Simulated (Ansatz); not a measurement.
Input and output for the cluster Ga₃.

```yaml
crystal:
  periodic: [false, false, false]
  atoms:
    - {symbol: Ga, position_ang: [0.800627, -0.966744, -0.741161]}
    - {symbol: Ga, position_ang: [-0.143807, 1.362171, -0.498746]}
    - {symbol: Ga, position_ang: [-0.656820, -0.395427, 1.239906]}
basis:
  gaussian: {orbitals: def2-mTZVP}
magnetization: {spin_polarized: true, initial_magnetization: 1}
hamiltonian: {xc: {name: r2SCANh}}
scf: {omitted_lower_state_checks: [starts]}
```

```sh
$ ansatz run in.yaml --threads 2 --pin off --events-out ev --progress --plain --max-ram 4352MiB
```

It prints (some lines left out):

```
Functional definition: r2SCANh
987 factors; integrals over basis functions are off by at most 4.9e-4 eV
mean field evaluation 1: about -157130.2366 eV, gradient 2.0e1 eV
mean field evaluation 2: about -157130.1068 eV, gradient 2.3e1 eV
mean field evaluation 4: about -157131.2828 eV, gradient 5.7e-1 eV
mean field evaluation 8: about -157131.2804 eV, gradient 2.7e-2 eV
mean field evaluation 16: about -157131.2805 eV, gradient 1.4e-4 eV
mean field evaluation 32: about -157131.3002 eV, gradient 1.9e-3 eV
mean field evaluation 64: about -157131.3002 eV, gradient 1.7e-3 eV
mean field -157131.30023847 eV, -5774.4687763432 hartree, gradient 2.6e-6 eV, S^2 1.093660; 2 other end points of the search recorded, 0 dependent functions left out
reference -157131.30025042 eV, -5774.4687767822 hartree; 47, 46 occupied and 61, 62 virtual orbitals, 987 factors
Total energy: -157131.30025042 eV, -5774.4687767822 hartree
Checks for a lower state left out: starts
```

Run time 87 s (2 threads of Intel Xeon Platinum 8375C on a shared host), peak host memory 0.7 GiB.

The charge 0 doublet is spin-contaminated (final ⟨S²⟩ up to 1.09, 0.75 for a pure state).
